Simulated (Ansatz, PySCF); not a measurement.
Reaction R1 → P1 + P2, each structure at its B3LYP-D3(BJ)/def2-SVP stationary point, reached from a drawn start (curvature not checked).
R1, Cl6Si2 (SMILES Cl[Si](Cl)(Cl)[Si](Cl)(Cl)Cl) (charge 0, multiplicity 1):
```xyz
8

Cl     2.08896    -0.45976    -1.61074
Si     1.14278    -0.10923     0.18361
Cl     1.86566     1.62715     1.02040
Cl     1.47773    -1.68664     1.46321
Si    -1.14273     0.10925    -0.18364
Cl    -1.47768     1.68669    -1.46319
Cl    -1.86559    -1.62711    -1.02047
Cl    -2.08892     0.45974     1.61072
```
P1: Cl2Si (SMILES Cl[Si]Cl), charge 0, multiplicity 1.
P2, SiCl4 (SMILES Cl[Si](Cl)(Cl)Cl) (charge 0, multiplicity 1, Z-matrix in Å and degrees):
```
Si
Cl 1 2.0463
Cl 1 2.0463 2 109.47
Cl 1 2.0463 2 109.47 3 -120.00
Cl 1 2.0463 2 109.47 3 120.00
```

P less R. No zero-point or thermal terms. One arrangement of each flexible species, with no search for the lowest.

Correlated levels freeze the cores.

Programs: Ansatz (Gaussian basis) for Hartree–Fock, density functionals and correlated methods; PySCF for the D3/D4 terms. All values are computed, each at the level named.

Total energies in hartree:

| structure | PBE/def2-TZVPP | B3LYP-D3(BJ)/def2-TZVPP | CCSD(T)/cc-pV(T+d)Z |
|---|---|---|---|
| R1 | -3339.202636 | -3340.766319 | -3336.861672 |
| P1 | -1209.477513 | -1210.051912 | -1208.594047 |
| P2 | -2129.674115 | -2130.658227 | -2128.213355 |

Question: Work out the reaction energy at each level in eV (1 hartree = 27.21139 eV), and say how far PBE/def2-TZVPP lies from CCSD(T)/cc-pV(T+d)Z.

Answer: 
- PBE/def2-TZVPP: (-1209.477513) + (-2129.674115) − (-3339.202636) = 0.051008 hartree = 1.388 eV
- B3LYP-D3(BJ)/def2-TZVPP: (-1210.051912) + (-2130.658227) − (-3340.766319) = 0.056180 hartree = 1.529 eV
- CCSD(T)/cc-pV(T+d)Z: (-1208.594047) + (-2128.213355) − (-3336.861672) = 0.054270 hartree = 1.477 eV
PBE/def2-TZVPP less CCSD(T)/cc-pV(T+d)Z: -0.089 eV. CCSD(T)/cc-pV(T+d)Z is the level counted from, the highest shown, and no exact or measured value.

Ansatz is an electronic-structure program.
